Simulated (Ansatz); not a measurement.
An input meant for AlMe2(sacsac) (C₇H₁₃AlS₂) (charge 0, singlet).

```yaml
crystal:
  periodic: [false, false, false]
  atoms:
    - {symbol: Al, position_ang: [1.798480, -0.012805, 0.274494]}
    - {symbol: C, position_ang: [1.397773, -0.581227, 2.120206]}
    - {symbol: H, position_ang: [0.307489, -0.675936, 2.309841]}
    - {symbol: H, position_ang: [1.799266, 0.143101, 2.861921]}
    - {symbol: H, position_ang: [1.858534, -1.566548, 2.350220]}
    - {symbol: C, position_ang: [3.633809, 0.246032, -0.395243]}
    - {symbol: H, position_ang: [3.668118, 0.559682, -1.458742]}
    - {symbol: H, position_ang: [4.229631, -0.687873, -0.304419]}
    - {symbol: H, position_ang: [4.169910, 1.019549, 0.196252]}
    - {symbol: S, position_ang: [0.528799, 1.892139, -0.235123]}
    - {symbol: C, position_ang: [-1.094276, 1.339360, -0.147961]}
    - {symbol: C, position_ang: [-2.098076, 2.431792, 0.128857]}
    - {symbol: C, position_ang: [-1.590889, 0.039438, -0.357876]}
    - {symbol: C, position_ang: [-1.001197, -1.119256, -0.909645]}
    - {symbol: C, position_ang: [-1.946846, -2.215099, -1.341773]}
    - {symbol: S, position_ang: [0.650745, -1.441675, -1.204069]}
    - {symbol: H, position_ang: [-3.131145, 2.131184, -0.132022]}
    - {symbol: H, position_ang: [-2.072557, 2.695547, 1.207717]}
    - {symbol: H, position_ang: [-1.830670, 3.354720, -0.423103]}
    - {symbol: H, position_ang: [-2.685986, -0.038038, -0.243226]}
    - {symbol: H, position_ang: [-2.832472, -1.806789, -1.869150]}
    - {symbol: H, position_ang: [-2.319829, -2.751133, -0.441609]}
    - {symbol: H, position_ang: [-1.438611, -2.956174, -1.985567]}
basis:
  gaussian: {orbitals: cc-pVTZ-PP, fitting: {mean_field: def2-universal-jkfit}, nuclear_model: gaussian}
hamiltonian: {xc: {name: PBE0}, dispersion: d4}
scf: {omitted_lower_state_checks: [starts]}
```

```sh
$ ansatz run in.yaml --threads 2 --pin off --events-out ev --progress --plain --max-ram 32768MiB --backend cuda --devices 0, --max-vram 18GiB
```

Output, abridged:

```
Functional definition: PBE0
Error: [file] the basis set cc-pVTZ-PP has no functions for Al
```

In this input the basis set is misnamed or doesn't suit the job. The program refused the input.
